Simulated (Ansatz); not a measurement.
System: CuCl₂, net charge -1, singlet state. SMILES: [Cl][Cu-][Cl]
Geometry: optimised at B3LYP-D3(BJ)/def2-TZVP (Ansatz, an electronic-structure program).

Parts of the frozen-core correlation energy in STO-3G (Ansatz, hartree). Frozen orbitals: 19; correlated occupied orbitals by spin: 13 and 13; virtual: 4 and 4. No spin-orbit coupling. Non-relativistic. The restricted reference is unstable. The program attaches cautions to this run: above unrestricted, lower state, other roots.

```tsv
term	value
reference (HF)	-2529.45173
MP2 opposite-spin	(withheld)
MP2 same-spin	-0.00576
CCSD correlation	(withheld)
(T)	(withheld)
T1 diagnostic	0.007
largest doubles amplitude	0.575
```

Q: Some entries are withheld; supply them.

A: 
- MP2 opposite-spin, value: -0.03910
- CCSD correlation, value: -0.12633
- (T), value: -0.00357
